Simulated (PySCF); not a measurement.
Si 2p3/2 core levels and what the atom is bonded to

Gas-phase molecules, one conformer each, relaxed by PBE0-D3(BJ)/def2-SVP with no frequency check. Core levels by delta-SCF with SCAN, pcX-2 on the ionised atom and pcseg-1 elsewhere, spin-free X2C (2p3/2 is the spin-free 2p value less a third of a first-order spin-orbit splitting); energies from the vacuum level.

| structure (SMILES) | Si bonded to | mean electronegativity of these (Pauling) | Si 2p3/2 (eV) |
| --- | --- | --- | --- |
| [OH][Ga]([OH])[O][Ga]([OH])[SiH2]Cl | 1 Cl + 1 Ga + 2 H | 2.34 | 108.03 |
| C[Si](C)(C)N | 3 C + 1 N | 2.67 | 106.04 |
| O[SiH](Cl)[Si](F)(Cl)Cl | 2 Cl + 1 F + 1 Si | 3.05 | 109.50 |
| F[SiH](Cl)O[Si](F)(F)F | 1 Cl + 1 F + 1 O + 1 H | 3.20 | 110.22 |
| [SiH3]N[Si](Cl)(Cl)O[SiH3] | 2 Cl + 1 N + 1 O | 3.20 | ? |
| FB1N[Si](F)(F)N1 | 2 F + 2 N | 3.51 | 109.74 |

Q: Fit a straight line to the complete rows and predict the core level of Si in [SiH3]N[Si](Cl)(Cl)O[SiH3], bonded to 2 Cl + 1 N + 1 O.

A: E = 100.952 + 2.625·χ (5 points, rms 1.08 eV, correlation 0.706). At 3.20 this gives 109.35 eV; the calculation itself gave 109.04 eV, so the fit is off by 0.31. The points scatter widely, so the line says little.

For scale, for [SiH3]N[Si](Cl)(Cl)O[SiH3]: run time: 85 s on 1 thread of Arm Neoverse N1 (aarch64), shared host, peak memory 0.77 GiB, launched as `OMP_NUM_THREADS=1 python cluster_run.py task.json out`.
